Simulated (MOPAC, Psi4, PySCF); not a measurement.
Approach curve of the dimer H2 ··· HBr (SMILES [H][H] and Br), singlet. Monomers: optimised at B3LYP-D3(BJ) (def2-TZVP), held rigid. Orientation: lowest of the rigid-body minima from ten starts at GFN2-xTB. Only R, the distance of the centres of mass, is varied, so the lowest point isn't the relaxed dimer.

Levels of theory: RMP2/3-21G = restricted MP2 (frozen core)/3-21G, no counterpoise correction run with PySCF; AM1, restricted, heats of formation (MOPAC); PBE/def2-TZVP, counterpoise-corrected (Psi4); CCSD(T)/aug-cc-pVDZ = Psi4 with DF-CCSD(T)/aug-cc-pVDZ, frozen core, counterpoise-corrected.

Interaction energies in kcal/mol:

```json
[
 {"R / Å": "3.18", "RMP2/3-21G": "3.34", "AM1": "1.19", "PBE/def2-TZVP": "0.83"},
 {"R / Å": "3.36", "RMP2/3-21G": "1.62", "AM1": "-0.06", "PBE/def2-TZVP": "0.06"},
 {"R / Å": "3.60", "RMP2/3-21G": "0.54", "AM1": "-0.51", "PBE/def2-TZVP": "-0.33"},
 {"R / Å": "3.80", "RMP2/3-21G": "0.16", "AM1": "-0.48", "PBE/def2-TZVP": "-0.40"},
 {"R / Å": "4.03", "RMP2/3-21G": "-0.03", "AM1": "-0.31", "PBE/def2-TZVP": "-0.38"},
 {"R / Å": "4.21", "RMP2/3-21G": "-0.08", "AM1": "-0.19", "PBE/def2-TZVP": "-0.33"},
 {"R / Å": "4.49", "RMP2/3-21G": "-0.10", "AM1": "-0.06", "PBE/def2-TZVP": "-0.25"},
 {"R / Å": "4.82", "RMP2/3-21G": "-0.08", "AM1": "-0.01", "PBE/def2-TZVP": "-0.17"},
 {"R / Å": "5.33", "RMP2/3-21G": "-0.04", "AM1": "0.00", "PBE/def2-TZVP": "-0.08"},
 {"R / Å": "6.03", "RMP2/3-21G": "-0.02", "AM1": "0.00", "PBE/def2-TZVP": "-0.03"},
 {"R / Å": "7.03", "RMP2/3-21G": "-0.01", "AM1": "0.00", "PBE/def2-TZVP": "-0.01"},
 {"R / Å": "8.28", "RMP2/3-21G": "0.00", "AM1": "0.00", "PBE/def2-TZVP": "-0.01"}
]
```

Q: Estimate the CCSD(T)/aug-cc-pVDZ values at these points.

A: 3.18: 1.61; 3.36: 0.49; 3.60: -0.16; 3.80: -0.34; 4.03: -0.37; 4.21: -0.33; 4.49: -0.26; 4.82: -0.17; 5.33: -0.10; 6.03: -0.05; 7.03: -0.02; 8.28: -0.01 (kcal/mol).
